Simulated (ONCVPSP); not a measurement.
## Transferability test, ONCV potential for ruthenium (Ru)

* Element: ruthenium (Ru)
* Generator: ONCVPSP 4.0.1
* Type: optimised norm-conserving Vanderbilt (ONCV)
* Functional: PBE
* Relativity: scalar-relativistic
* Frozen core: [Ar] 3d10
* Valence charge: 16
* Reference configuration: 4s2 4p6 4d7 5p1
* Partial waves: 4s: rc 1.05 bohr, ncon 4, nbas 7, qcut 6.3 1/bohr, 1 projector; 4p+5p: rc 1.60 bohr, ncon 4, nbas 8, qcut 10 1/bohr, 2 projectors; 4d: rc 1.05 bohr, ncon 4, nbas 7, qcut 10.1 1/bohr, local
* Local potential: the d channel
* Core correction: polynomial model core, fcfact 0.15

Energies are relative to the spin-unpolarised reference configuration 4s2 4p6 4d7 5p1; without spin polarisation the order of configurations can differ from experiment.

```csv
valence configuration,charge,ΔE all-electron (eV),error AE − PS (meV)
4s2 4p6 4d7 5s1 5p0,0,-3.461,+6.7
4s2 4p6 4d7 5p0,+1,3.831,-0.8
4s2 4p6 4d6 5p0,+2,22.017,+1.6
```

Task: What are ΔE and the potential's error for 4s2 4p5 4d7 5s1 5p0?

Result: ΔE = 48.929 eV all-electron; the error (AE − PS) is -29 meV.

Levels in the configuration 4s2 4p6 4d6 5p0:

| level | all-electron (eV) | pseudo (eV) |
| --- | --- | --- |
| 4s | -96.506 | -96.497 |
| 4p | -66.414 | -66.407 |
| 4d | -24.137 | -24.132 |
